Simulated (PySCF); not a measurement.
The vertical singlet excitations below were computed for one of the candidates. The calculation used TDDFT CAM-B3LYP/def2-SVPD, vertical, gas phase, core orbitals frozen in the response in PySCF 2.14.0, density-fitted response routines. Geometries: GFN2-xTB, one conformer each.

```json
{"state": "S1", "E (eV)": "5.48", "f": "0.096"}
{"state": "S2", "E (eV)": "5.68", "f": "0.0034"}
{"state": "S3", "E (eV)": "6.12", "f": "0.096"}
{"state": "S4", "E (eV)": "6.26", "f": "0.0003"}
{"state": "S5", "E (eV)": "6.37", "f": "0.0045"}
{"state": "S6", "E (eV)": "6.59", "f": "0.0030"}
{"state": "S7", "E (eV)": "6.87", "f": "0.024"}
{"state": "S8", "E (eV)": "6.99", "f": "0.0032"}
```

Triplets computed (Tamm–Dancoff): 3.85, 4.37, 5.40 eV.

Question: Which structure fits? All have the formula C5H6OS.
A. `s1cc(cc1)OC`
B. `CSc1ccco1`
C. `CSC1=COC=C1`

Answer: A. Its S1, at 5.48 eV, is the highest among the candidates; the nearest of the others has S1 at 5.22 eV. S1 is HOMO→LUMO (94%). Löwdin shares by element: HOMO carbon 38% or more, sulfur 23%, oxygen 20% (atoms not listed hold the other 20%); LUMO carbon 58% or more, sulfur 21% (atoms not listed hold the other 21%). At the same level the other candidates give, for their lowest levels:
- `CSc1ccco1`: 4.89 eV (f 0.001); 5.42 eV (f 0.312); 5.57 eV (f 0.016); 6.02 eV (f 0.000); 6.41 eV (f 0.017); T1 3.67 eV; HOMO -6.96, LUMO 1.07 eV
- `CSc1ccoc1`: 5.22 eV (f 0.000); 5.67 eV (f 0.059); 5.87 eV (f 0.007); 6.10 eV (f 0.011); 6.44 eV (f 0.041); T1 3.90 eV; HOMO -7.29, LUMO 1.11 eV

Conformer computed: `[CH3:1][O:2][c:3]1[cH:4][cH:5][s:6][cH:7]1`: C1–O2–C3–C4 179°.
